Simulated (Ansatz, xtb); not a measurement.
## A ladder of methods for SnF2 (SMILES [F][Sn][F])

SnF2 has 3 atoms, charge 0, and is taken as a singlet. As SMILES, `[F][Sn][F]`. Geometry: a GFN2-xTB relaxation, a rough one for these elements and not checked as a minimum.

```xyz
3

Sn    0.0053   -0.0076   -0.8651
F     1.6183   -0.0212    0.4431
F    -1.6236    0.0288    0.4221
```

Each level gives the vertical ionisation energy (to the doublet cation) (eV). The values are calculated.

```json
{"level": "GFN1-xTB", "kind": "semi-empirical", "program": "xtb", "value (eV)": "16.94", "CPU time (all runs)": "under 2 s"}
{"level": "HF/STO-3G", "kind": "Hartree–Fock", "program": "Ansatz", "value (eV)": "4.88", "CPU time (all runs)": "3.7 s"}
{"level": "BLYP/STO-3G", "kind": "GGA", "program": "Ansatz", "value (eV)": "5.72", "CPU time (all runs)": "11 s"}
{"level": "r2SCAN/STO-3G", "kind": "meta-GGA", "program": "Ansatz", "value (eV)": "6.00", "CPU time (all runs)": "25 s"}
{"level": "r2SCAN0/STO-3G", "kind": "hybrid meta-GGA", "program": "Ansatz", "value (eV)": "6.10", "CPU time (all runs)": "17 s"}
{"level": "HSE06/STO-3G", "kind": "range-separated hybrid", "program": "Ansatz", "value (eV)": "6.03", "CPU time (all runs)": "7.5 s"}
{"level": "wB97M-V/STO-3G", "kind": "range-separated hybrid", "program": "Ansatz", "value (eV)": "5.97", "CPU time (all runs)": "67 s"}
{"level": "RPA@PBE/STO-3G", "kind": "RPA", "program": "Ansatz", "value (eV)": "4.48", "CPU time (all runs)": "16 s"}
{"level": "MP2/STO-3G", "kind": "perturbation theory", "program": "Ansatz", "value (eV)": "5.43", "CPU time (all runs)": "3.4 s"}
{"level": "CCSDT/STO-3G", "kind": "coupled cluster or CI", "program": "Ansatz", "value (eV)": "4.63", "CPU time (all runs)": "9.8 s"}
```

All-electron rows without a relativistic Hamiltonian named are non-relativistic. Spin-orbit coupling, which can split open shells on such heavy atoms by tenths of an eV, is left out. The values span 4.48 to 16.94 eV. The xTB values lack the empirical shift that such differences need. Spin contamination of the reference (⟨S²⟩ at least 0.1 too high) touches HF/STO-3G, MP2/STO-3G, CCSDT/STO-3G. The coupled-cluster rows rest on a doubtful reference here (large T1 or Brueckner and Hartree–Fock orbitals at odds), and rows may lie in different states. All rows use very small basis sets, so none should be taken for the real molecule's value. In the correlated wave-function rows the outer d shell of Sn is correlated, in sets not made for it. CPU times are rough (shared hosts, several kinds of processor and program).
